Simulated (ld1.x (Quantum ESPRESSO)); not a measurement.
Results of a calculation; reference values are marked as such.
# Potentials for Si (Z = 14) compared

Generated with ld1.x 7.5 (TM, RRKJ, ultrasoft, PAW), atompaw 4.2 or ONCVPSP 4.0.1. The cutoff is in Ry: for ld1.x and atompaw files where the sum of valence levels is converged to 10 mRy in a Bessel basis, for ONCV files where the hardest occupied wave has 1 mHa per electron of residual kinetic energy. The error is the largest all-electron minus pseudo excitation energy over each file’s own four to seven test configurations (ionisations up to +4, promotions, holes and added fractions of an electron), all of which were solved. The labels leave out finer settings (local radius, basis sizes, second energies), which also bear on the numbers. Spin-polarised tests are not counted. The rows are a selection from randomly drawn settings: files with unsolved tests, undetermined cutoffs or missed reference levels are left out.

A true bound ghost makes a file unfit for plane-wave use even where its test errors are small: the radial tests pick states by their node count and pass the ghost by.

| potential | cutoff (Ry) | largest error (meV) | bound ghosts |
| --- | --- | --- | --- |
| TM semilocal, LDA (PZ), scalar-relativistic, rc 1.90/2.20/2.15 (spd), local d, core correction yes, reference 3s2 3p2 | 15 | +58 | none |
| RRKJ, LDA (PZ), scalar-relativistic, rc 1.90/2.25/2.00 (spd), local p, core correction yes, reference 3s2 3p2 | 35 | +190 | none |
| ultrasoft, PBE, scalar-relativistic, rc 1.65/1.45 (sp), local smoothed, core correction yes, reference 3s1 3p3 | 15 | -27 | none |
| TM, LDA (PZ), scalar-relativistic, rc 1.25/1.30/1.05 (spd), local d, core correction yes, reference 3s2 3p0 | 50 | +25 | s |

Problem. Fill in the row for Si: PAW, PBE, non-relativistic, rc 0.95/0.90/0.85 (spd), local smoothed, core correction yes, reference 2s2 2p6 3s1.5 3p2.5.

Solution. cutoff 160 Ry, largest error -14 meV, bound ghosts: none.

Problem. Fill in the row for Si: PAW, LDA (PZ), scalar-relativistic, rc 1.65/2.40/2.10 (spd), local smoothed, core correction yes, reference 3s2 3p2.

Solution. cutoff 10 Ry, largest error -74 meV, bound ghosts: none.

Problem. Fill in the row for Si: PAW, PW91, scalar-relativistic, rc 2.05/1.60/1.60 (spd), local smoothed, core correction yes, reference 3s2 3p2.

Solution. cutoff 6 Ry, largest error -59 meV, bound ghosts: none.
